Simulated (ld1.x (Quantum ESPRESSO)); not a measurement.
PBEsol TM dataset for F, scalar-relativistic all-electron reference.

Input for ld1.x (Quantum ESPRESSO) 7.5:

```
&input
   title='F', zed=9., rel=1, dft='PBESOL', iswitch=3,
   config='[He] 2s2 2p5 3d-2',
   nld=3, rlderiv=1.50, eminld=-4.0, emaxld=5.0, deld=0.02
 /
 &inputp
   pseudotype=2, tm=.true., lloc=-1, rcloc=0.55,
   nlcc=.false.,
   file_pseudopw='F.UPF', file_wfcaegen='ae.wfc', file_wfcncgen='nc.wfc', file_beta='beta', file_chi='chi'
 /
3
2S  1  0   2.00   0.00  0.55  0.55  0.0
2P  2  1   5.00   0.00  1.35  1.35  0.0
3D  3  2  -2.00  -0.10  1.15  1.15  0.0
 &test
   configts(1)='2s2 2p5'
 /
```

Command:

```bash
ld1.x < F.in > F.out
```

Resulting log (shortened: banner, matrices, multipoles, cross overlaps and the repeated all-electron block are left out):

```
Program LD1 v.7.5
     --------------------------- All-electron run ----------------------------

     F
     scalar relativistic calculation

     atomic number is  9.00
     dft =PBESOL   lsd =0 sic =0 latt =0  beta=0.20 tr2=1.0E-14
     Exchange-correlation= PBESOL
                           (   1   4  10   8   0   0   0)
     mesh =1105 r(mesh) =  99.76081 a.u. xmin = -7.00 dx = 0.01250
     1 Ry =  13.60569312 eV, c = 137.03599908

     n l     nl                  e(Ry)          e(Ha)          e(eV)
     1 0     1S 1( 2.00)       -48.5945       -24.2973      -661.1624
     2 0     2S 1( 2.00)        -2.1844        -1.0922       -29.7204
     2 1     2P 1( 5.00)        -0.8123        -0.4061       -11.0517

     final scf error:  6.2E-15 reached in  22 iterations

     Etot =    -198.896219 Ry,     -99.448109 Ha,   -2706.120914 eV

     Ekin =     198.653027 Ry,      99.326514 Ha,    2702.812130 eV
     Encl =    -476.966171 Ry,    -238.483086 Ha,   -6489.455358 eV
     Eh   =      99.223089 Ry,      49.611545 Ha,    1349.998903 eV
     Exc  =     -19.806164 Ry,      -9.903082 Ha,    -269.476588 eV

     normalization and overlap integrals

     s(1S/1S) =  1.000000  <r> =   0.1767  <r2> =    0.0421  r(max) =   0.1139
     s(2S/2S) =  1.000000  <r> =   1.0060  <r2> =    1.2343  r(max) =   0.7617
     s(2P/2P) =  1.000000  <r> =   1.1047  <r2> =    1.6352  r(max) =   0.7066

     ------------------------ End of All-electron run ------------------------

     --------------------- Generating NC pseudopotential ---------------------

      Generating local potential from pseudized AE potential:
      Matching radius rcloc =   0.5500

      Local pseudo, rcloc= 0.550 Estimated cut-off energy=    78.58 Ry

      Wfc   2S  rcut= 0.550  Using Troullier-Martins method

      Wfc   2P  rcut= 1.354  Using Troullier-Martins method

      Wfc   3D  rcut= 1.136  Using Troullier-Martins method

     ------------------- End of pseudopotential generation -------------------

     Computing logarithmic derivative in   1.50538
     Computing logarithmic derivative in   1.50538
     Computing the partial wave expansion
     R is outside the sphere for l=    0 j= 0.00
     R is outside the sphere for l=    1 j= 0.00
     R is outside the sphere for l=    2 j= 0.00

     ---------------------- Testing the pseudopotential ----------------------

     F
     scalar relativistic calculation

     atomic number is  9.00   valence charge is  7.00
     dft =PBESOL   lsd =0 sic =0 latt =0  beta=0.20 tr2=1.0E-14
     mesh =1105 r(mesh) =  99.76081 xmin = -7.00 dx = 0.01250

     n l     nl             e AE (Ry)        e PS (Ry)    De AE-PS (Ry)
     1 0     2S   1( 2.00)       -2.18441       -2.18441       -0.00000
     2 1     2P   1( 5.00)       -0.81228       -0.81229        0.00001

     eps = 7.0E-15  iter = 28

     Etot =    -198.896219 Ry,     -99.448109 Ha,   -2706.120914 eV
     Etotps =   -47.602563 Ry,     -23.801281 Ha,    -647.665858 eV

     Ekin =      32.946203 Ry,      16.473101 Ha,     448.255923 eV
     Encl =    -115.027567 Ry,     -57.513783 Ha,   -1565.029774 eV
     Ehrt =      41.839600 Ry,      20.919800 Ha,     569.256762 eV
     Ecxc =      -8.759737 Ry,      -4.379869 Ha,    -119.182295 eV
     Epseu=       1.398938 Ry,       0.699469 Ha,      19.033525 eV

     ---------------------- End of pseudopotential test ----------------------
```

Generation and configuration tests took about 2.5 s on one core of a shared server CPU.
